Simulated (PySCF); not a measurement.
I (iodine, neutral) across methods

[Kr] 4d10 5s1 5p5 5d1, one real determinant (an excited configuration). Calculation: PySCF 2.14, in aug-cc-pwCVTZ-DK3; the spin-free X2C one-electron Hamiltonian (Gaussian nucleus).

```json
{"method": "M06-2X", "E (hartree)": "-7115.27", "mean ε 5p α (eV)": "-13.104", "mean ε 5p β (eV)": "-10.170", "mean ε 5d α (eV)": "-0.829", "Σ⟨r²⟩ (bohr²)": "72.01", "⟨S²⟩": "3.770"}
{"method": "r2SCAN", "E (hartree)": "-7114.64", "mean ε 5p α (eV)": "-10.755", "mean ε 5p β (eV)": "-8.865", "mean ε 5d α (eV)": "0.161", "Σ⟨r²⟩ (bohr²)": "71.65", "⟨S²⟩": "3.755"}
{"method": "wB97M-V", "E (hartree)": "-7114.13", "mean ε 5p α (eV)": "-13.764", "mean ε 5p β (eV)": "-11.584", "mean ε 5d α (eV)": "-1.640", "Σ⟨r²⟩ (bohr²)": "71.55", "⟨S²⟩": "3.754"}
{"method": "LDA", "E (hartree)": "-7108.12", "mean ε 5p α (eV)": "-10.337", "mean ε 5p β (eV)": "-8.958", "mean ε 5d α (eV)": "0.247", "Σ⟨r²⟩ (bohr²)": "71.58", "⟨S²⟩": "3.752"}
{"method": "CAM-B3LYP", "E (hartree)": "-7115.01", "mean ε 5p α (eV)": "-12.858", "mean ε 5p β (eV)": "-10.835", "mean ε 5d α (eV)": "-1.084", "Σ⟨r²⟩ (bohr²)": "71.57", "⟨S²⟩": "3.753"}
{"method": "PBE0", "E (hartree)": "-7114.29", "mean ε 5p α (eV)": "-11.630", "mean ε 5p β (eV)": "-9.548", "mean ε 5d α (eV)": "-0.374", "Σ⟨r²⟩ (bohr²)": "71.51", "⟨S²⟩": "3.753"}
{"method": "PBE", "E (hartree)": "-7114.23", "mean ε 5p α (eV)": "-10.220", "mean ε 5p β (eV)": "-8.723", "mean ε 5d α (eV)": "0.203", "Σ⟨r²⟩ (bohr²)": "71.64", "⟨S²⟩": "3.752"}
{"method": "UHF", "E (hartree)": "-7111.68107", "mean ε 5p α (eV)": "-15.123", "mean ε 5p β (eV)": "-10.801", "mean ε 5d α (eV)": "-1.699", "Σ⟨r²⟩ (bohr²)": "72.61", "⟨S²⟩": "3.763"}
```

⟨L²⟩ = 7.96 against 12 for a pure F term, so this real determinant mixes terms. The outer electron is Rydberg-like, and this basis confines it to a smaller radius and binds it less than a complete one would.

The highest occupied level is positive at r2SCAN, LDA, PBE: only the finite basis holds that electron, which in a density functional comes from self-interaction.
